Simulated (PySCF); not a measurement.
**Working out the excitation energy of P**

P [Ne] 3s2 3p3 (4S) → P [Ne] 3s2 3p2 4s1 (4P). All numbers are calculated (PySCF 2.14, the non-relativistic Hamiltonian (point nucleus), in aug-cc-pV(D+d)Z (5s4p3d, 32 functions)). Frozen: [Ne]. Energies in hartree (1 hartree = 27.21139 eV):

```json
{"part": "UHF", "P (lower)": "-340.709958", "P (upper)": "-340.451529"}
{"part": "MP2 opposite-spin", "P (lower)": "-0.048870", "P (upper)": "-0.047095"}
{"part": "MP2 same-spin", "P (lower)": "-0.019232", "P (upper)": "-0.014285"}
```

Q: What does Hartree-Fock give?

A: (-340.451529) − (-340.709958) = 0.258429 hartree = 7.032 eV.

Q: What do MP2 and SCS-MP2 (6/5 opposite-spin, 1/3 same-spin) give?

A: The opposite-spin parts differ by 0.048 eV and the same-spin parts by 0.135 eV. MP2: 7.032 + (0.048) + (0.135) = 7.215 eV. SCS-MP2: 7.032 + 1.2 × (0.048) + (0.135)/3 = 7.135 eV.

Measured between the centres of the two terms (NIST): 6.967 eV, so MP2 (valence) is off by 0.248 eV.

What remains against the reference includes basis incompleteness, the frozen core and correlation beyond second order.
